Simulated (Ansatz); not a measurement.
One geometry of Hf₃N₃, several levels of theory.

```yaml
crystal:
  periodic: [false, false, false]
  atoms:
    - {symbol: Hf, position_ang: [1.048459, 0.698247, -0.690026]}
    - {symbol: Hf, position_ang: [-1.372689, -0.798532, -0.725128]}
    - {symbol: Hf, position_ang: [0.595098, -1.052379, 1.417525]}
    - {symbol: N, position_ang: [0.403815, 0.952262, 1.382257]}
    - {symbol: N, position_ang: [-0.010573, -0.334934, -1.973912]}
    - {symbol: N, position_ang: [-0.664110, 0.535345, 0.589284]}
basis:
  gaussian: {orbitals: def2-TZVP, initial_orbitals: start.molden}
magnetization: {spin_polarized: true, initial_magnetization: 1}
hamiltonian: {xc: pbe0, dispersion: d4}
scf: {omitted_lower_state_checks: [starts]}
output: {orbitals: {seedname: orbitals}}
```

The file start.molden holds the orbitals of an earlier run on this structure, at another level or in another basis.

```sh
$ ansatz run in.yaml --threads 4 --pin off --events-out ev --progress --plain --max-ram 8704MiB
```

It prints (some lines left out):

```
Functional definition: PBE0
1644 factors; their error is unknown
mean field evaluation 1: about -8380.9578 eV, gradient 9.4e1 eV
mean field evaluation 2: about -8383.9964 eV, gradient 3.5e0 eV
mean field evaluation 4: about -8384.1729 eV, gradient 3.7e-1 eV
mean field evaluation 8: about -8384.2086 eV, gradient 6.4e-3 eV
mean field evaluation 16: about -8384.2086 eV, gradient 1.8e-5 eV
mean field -8384.20860954 eV, -308.1139833799 hartree, gradient 5.6e-6 eV, S^2 0.829536; 0 other end points of the search recorded, 0 dependent functions left out
reference -8384.20864213 eV, -308.1139845777 hartree; 29, 28 occupied and 184, 185 virtual orbitals, 1644 factors
Total energy: -8384.41610873 eV, -308.1216088344 hartree
Checks for a lower state left out: starts
```

Hardware: 4 threads of Arm Neoverse V1 on a shared host. Wall time 34 s, peak host memory 1.2 GiB.

The first input with `gaussian: {orbitals: def2-SVP, initial_orbitals: start.molden}`, `hamiltonian: {xc: pbe, dispersion: d4}` (abridged; 7.5 s):

```
Functional definition: PBE
mean field evaluation 16: about -8382.1051 eV, gradient 1.2e-5 eV
mean field -8382.10508591 eV, -308.0366803123 hartree, gradient 1.2e-5 eV, S^2 0.756807
Total energy: -8382.34995915 eV, -308.0456792379 hartree
Checks for a lower state left out: starts
```

The first input with `hamiltonian: {xc: r2scan, dispersion: d4}`, `output: {forces: true, orbitals: {seedname: orbitals}}` (abridged; 29 s):

```
Functional definition: r2SCAN
mean field evaluation 16: about -8390.0742 eV, gradient 2.4e-5 eV
mean field -8390.07422969 eV, -308.3295409447 hartree, gradient 1.9e-5 eV, S^2 1.002319
Total energy: -8390.12187219 eV, -308.3312917740 hartree
Atom 0 force     0.112735     0.213555    -0.146128 eV/Å
Atom 1 force    -0.236978    -0.121088     0.035980 eV/Å
Atom 2 force    -0.021516    -0.286186     0.223929 eV/Å
Atom 3 force     0.406101     0.347009     0.365485 eV/Å
Atom 4 force     0.108580    -0.028003    -0.311196 eV/Å
Atom 5 force    -0.368923    -0.125287    -0.168070 eV/Å
Dipole moment:     0.082532    -0.251807     0.309129 e Å
Checks for a lower state left out: starts
```

As the first input, with `gaussian: {orbitals: def2-TZVPD, initial_orbitals: start.molden}`, `hamiltonian: {xc: r2scan, dispersion: d4}` (abridged; 36 s):

```
Functional definition: r2SCAN
mean field evaluation 16: about -8390.1184 eV, gradient 2.2e-5 eV
mean field -8390.11835751 eV, -308.3311626121 hartree, gradient 8.6e-6 eV, S^2 1.001329
Total energy: -8390.16601082 eV, -308.3329138388 hartree
Checks for a lower state left out: starts
```

The first input with `correlation: {method: mp2}` and without the key `hamiltonian` (abridged; 13 s):

```
Functional definition: HF
mean field evaluation 16: about -8319.3815 eV, gradient 2.8e-6 eV
mean field -8319.38147739 eV, -305.7316302150 hartree, gradient 2.8e-6 eV, S^2 1.926584
3 core orbitals not correlated: weight in the atoms' cores, before any rotation towards them, 1.000 or more for the frozen orbitals, at most 0.000 for the correlated occupied ones
second order -40.72372146 eV of doubles, -0.00000000 eV of singles
Total energy: -8360.10519886 eV, -307.2281993751 hartree
Checks for a lower state left out: starts
```

The first input with `hamiltonian: {xc: pbe, dispersion: d4}` (abridged; 11 s):

```
Functional definition: PBE
mean field evaluation 16: about -8388.0800 eV, gradient 8.2e-6 eV
mean field -8388.08003591 eV, -308.2562556749 hartree, gradient 8.2e-6 eV, S^2 0.761822
Total energy: -8388.32491236 eV, -308.2652547183 hartree
Checks for a lower state left out: starts
```

As the first input, with `gaussian: {orbitals: def2-SVP, initial_orbitals: start.molden}` (abridged; 20 s):

```
Functional definition: PBE0
mean field evaluation 16: about -8378.0350 eV, gradient 5.3e-6 eV
mean field -8378.03495157 eV, -307.8871056340 hartree, gradient 5.7e-6 eV, S^2 0.793876
Total energy: -8378.24244817 eV, -307.8947309936 hartree
Checks for a lower state left out: starts
```

Geometry: PBE0-D4/def2-SVP.

In the def2 sets Hf takes a core potential; there is no spin–orbit coupling. Correlated methods freeze 3 core orbitals; core or outer-core shells of Hf are correlated, in sets that lack core-valence functions. At r2SCAN-D4/def2-TZVP, r2SCAN-D4/def2-TZVPD, MP2/def2-TZVP the charge 0 doublet is spin-contaminated (final ⟨S²⟩ up to 1.93, 0.75 for a pure state). The structure comes from a short search, and lower isomers may exist.
